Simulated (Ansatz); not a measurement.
`COC1OB1F`, relaxed with RKS PBE0-D4/def2-TZVP in Ansatz from a PBE-D4/def2-SVP geometry. The force threshold is 0.005 eV/Å; the program also tests the step.

Total charge 0; spin multiplicity 1.

Start:

```xyz
10

C    -0.455   -0.946   -1.159
O    -0.391    0.407   -0.749
C    -0.248    0.554    0.618
O     0.279    1.931    0.966
B     1.098    0.906    1.250
F     2.315    0.765    1.741
H    -0.541   -0.949   -2.262
H     0.459   -1.515   -0.864
H    -1.342   -1.474   -0.733
H    -1.173    0.321    1.191
```

Question: How much energy does the relaxation release, and in how many steps? (Best estimate.)

Answer: Computed: 27.58 kJ/mol, in 31 steps, 4 of them rejected.

Question: Which bonds change most? (Estimate.)

Answer: The calculation gave: C3–O4 from 1.514 to 1.574 Å; O2–C3 from 1.383 to 1.344 Å; C1–H9 from 1.117 to 1.093 Å; C3–H10 from 1.113 to 1.091 Å.

Question: Give the relaxed structure. (Estimate.)

Answer: The calculation gave: 
```xyz
10

C    -0.660   -0.796   -1.230
O     0.493   -0.198   -0.659
C     0.409    0.021    0.664
O    -0.296    1.368    1.070
B     0.999    1.255    1.298
F     1.965    1.989    1.784
H    -0.414   -1.041   -2.261
H    -0.926   -1.713   -0.691
H    -1.505   -0.103   -1.206
H    -0.066   -0.782    1.230
```
